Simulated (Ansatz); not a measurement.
A structure relaxed at PBE0-D4/def2-TZVP, charge 0, multiplicity 1:

| atom | x (Å) | y (Å) | z (Å) |
| --- | --- | --- | --- |
| F1 | -0.541 | 1.412 | -1.090 |
| C2 | -0.078 | 0.161 | -0.741 |
| C3 | -0.654 | -0.498 | 0.448 |
| C4 | 0.546 | -0.016 | 0.557 |
| Br5 | 2.021 | 0.297 | 1.604 |
| H6 | 0.219 | -0.363 | -1.647 |
| H7 | -1.512 | -0.994 | 0.869 |

Question: Give its formula and SMILES.

Answer: C3H2BrF, `FC1C=C1Br`.

Question: Summarise the bond lengths by kind.

Answer: 1 × C–F 1.379 Å; 3 × C–C 1.298 to 1.476 Å; 2 × C–H 1.077 to 1.088 Å; 1 × Br–C 1.835 Å.

Computed with Ansatz.
